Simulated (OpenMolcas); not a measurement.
Computed levels of 4f11 in ions with 65 electrons, in cm-1 above 4I* 15/2.

```
Program             : OpenMolcas 26.06
Method              : SS-CASPT2, IPEA 0.25 Eh, imaginary shift 0.1 Eh
Basis               : ANO-RCC-VTZP
Scalar Hamiltonian  : DKH2, point nucleus
Spin-orbit coupling : RASSI with atomic mean-field integrals over the reference wave functions, term energies averaged over their components
```

Active space for each ion: 11 electrons in 7 orbitals (4f); closed shells correlated by CASPT2: 5s 5p.

```csv
Level,Ho2+,Tm4+
4I* 13/2,5580,7760
4I* 11/2,8790,11920
4F* 9/2,14140,18140
4S* 3/2,17500,22010
2H* 11/2(1),17610,22730
4F* 7/2,18970,24440
4F* 5/2,20620,26490
4F* 3/2,20890,26780
4G* 11/2,25010,31830
```

Task: Estimate 4I* 11/2, 4F* 9/2, 4S* 3/2 for Er3+ from its neighbours Ho2+ and Tm4+.

Result: 4I* 11/2 is fine structure, which grows about as the fourth power of a screened charge, so the fourth roots are averaged: ((8790^0.25 + 11920^0.25) / 2)^4 = 10266. The calculation gives 10320, so the estimate is off by -0.5 %; the measured value is 10172 (the list in Tchang-Brillet, Wyart, Meftah and Ait Mammar, Atoms 6, 52 (2018)).
4F* 9/2 is another term, which grows about linearly with the charge: (14140 + 18140) / 2 = 16140. The calculation gives 16130, so the estimate is off by +0.1 %; the measured value is 15405 (the list in Tchang-Brillet, Wyart, Meftah and Ait Mammar, Atoms 6, 52 (2018)).
4S* 3/2 is another term, which grows about linearly with the charge: (17500 + 22010) / 2 = 19755. The calculation gives 19790, so the estimate is off by -0.2 %.

Mixed levels, with the weight of the term that names them: Ho2+ 4F* 9/2 (63 %), Ho2+ 4S* 3/2 (72 %), Ho2+ 2H* 11/2(1) (65 %), Ho2+ 4F* 3/2 (66 %), Er3+ 4F* 9/2 (60 %), Er3+ 4S* 3/2 (70 %), Er3+ 2H* 11/2(1) (60 %), Er3+ 4F* 3/2 (64 %), Er3+ 4G* 11/2 (74 %), Tm4+ 4F* 9/2 (56 %), Tm4+ 4S* 3/2 (66 %), Tm4+ 2H* 11/2(1) (55 %), Tm4+ 4F* 3/2 (60 %), Tm4+ 4G* 11/2 (70 %).

CASPT2 does not keep the components of a term degenerate, so their means are used; among the terms shown or strongly mixed into the levels shown the widest spread is 700 cm-1 (4f11 4I*, Ho2+). High states are left out of the spin-orbit mixing, which shifts the levels that they would mix with. The CASPT2 spread within a term exceeds the gap to the next term for 4f11 4F* and 4f11 4S*, so the order of their levels is uncertain, and so are names and mixing where such terms share a J (holds for Ho2+; Tm4+). Measured partners are found by configuration, term and J. A level has none where our copy of the source lacks it or the pairing is in doubt (some pairs that miss far off the trend of their configuration count as doubtful), and it then counts in no deviation. Levels of configurations outside the active space are missing.

A number in round brackets counts repeated terms of one configuration in the order of the reference energies. * marks odd parity.
